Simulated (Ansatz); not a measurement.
`[SiH3][SnH2][SiH3]` + `N[SiH2][SiH2]Cl` → `[SiH3]N[SiH2][SiH2]Cl` + `[SiH3][SnH3]`  (cleavage of the Si–Sn bond)

Calculated with Ansatz (gas phase, PBE0-D4/def2-TZVP geometries, no zero-point term in ΔE). CCSD(T)/CBS adds triple-zeta CCSD(T) − MP2 to the extrapolated MP2 energy (def2 sets, frozen cores). def2 core potentials past Kr. For Sn outer-core shells are correlated without core-valence functions, which leaves a few kJ/mol of doubt a bond. Each species was taken in one conformer, which may not be the lowest.

| species | CCSD(T)/CBS(def2) energy (Eh) |
| --- | --- |
| `[SiH3][SnH2][SiH3]` | -796.97679 |
| `N[SiH2][SiH2]Cl` | -1096.31710 |
| `[SiH3]N[SiH2][SiH2]Cl` | -1386.61761 |
| `[SiH3][SnH3]` | -506.68362 |

Problem. Work out ΔE.

Solution. ΔE = (-1386.61761) + (-506.68362) − (-796.97679) − (-1096.31710) = -0.00734 Eh = -19.3 kJ/mol.

Problem. What do rigid-rotor, harmonic-oscillator terms from PBE0-D4/def2-TZVP frequencies (298.15 K, 1 bar) make of the CCSD(T)/CBS value? (Estimate.)

Solution. Computed: ΔZPE = -6.3 kJ/mol, ΔH = -27.1 kJ/mol, ΔS = -18 J/(mol·K), ΔG = -21.7 kJ/mol. Modes under 50 cm⁻¹ make the entropy rough.

Largest T1 diagnostic among the species: 0.013.

In def2-TZVPP, CCSD(T) changes the Hartree–Fock value by +7.5 kJ/mol (the triples alone add +0.8 kJ/mol) and MP2 by +6.9 kJ/mol. From PBE to PBE0 (25 % exact exchange), in def2-TZVPP and without D4, ΔE moves by −5.3 kJ/mol.
